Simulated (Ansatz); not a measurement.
Consider the ligand exchange at a Ge–C bond: `[F][GeH2][CH2][GeH3]` + `CCN[SiH2]Cl` → `CC[N]([GeH3])[SiH2]Cl` + `[CH3][GeH2][F]`.

Isolated molecules relaxed with PBE0-D4/def2-TZVP in Ansatz; ΔE leaves out vibrations. CCSD(T)/CBS adds triple-zeta CCSD(T) − MP2 to the extrapolated MP2 energy (def2 sets, frozen cores). Functionals use def2-TZVPP. For Ge outer-core shells are correlated without core-valence functions, which leaves a few kJ/mol of doubt a bond. Scalar relativity is left out up to krypton. One conformer a species, not always the lowest.

```
             level  ΔE (kJ/mol)  difference from CCSD(T)/CBS
            PBE-D4        -16.3                          2.9
           PBE0-D4        -16.4                          2.8
            B2PLYP        -18.1                          1.1
               PBE        -10.5                          8.7
            r2SCAN        -16.1                          3.1
CCSD(T)/def2-TZVPP        -21.5                         -2.3
    MP2/def2-QZVPP        -22.4                         -3.2
      HF/CBS(def2)        -16.9                          2.3
     MP2/CBS(def2)        -21.3                         -2.1
    CCSD/CBS(def2)        -17.6                          1.6
       CCSD(T)/CBS        -19.2                            0
```

Largest T1 diagnostic among the species: 0.011.

In def2-TZVPP, CCSD(T) changes the Hartree–Fock value by −5.0 kJ/mol (the triples alone add −1.7 kJ/mol) and MP2 by −7.1 kJ/mol. The D4 term adds −9.3 kJ/mol with B3LYP and −5.3 kJ/mol with PBE0; it sums over pairs of atoms, weighted by their polarisabilities, and B3LYP, whose exchange is more repulsive, gets the larger term.

B3LYP here is the variant with VWN-RPA as its local correlation; programs differ in this.
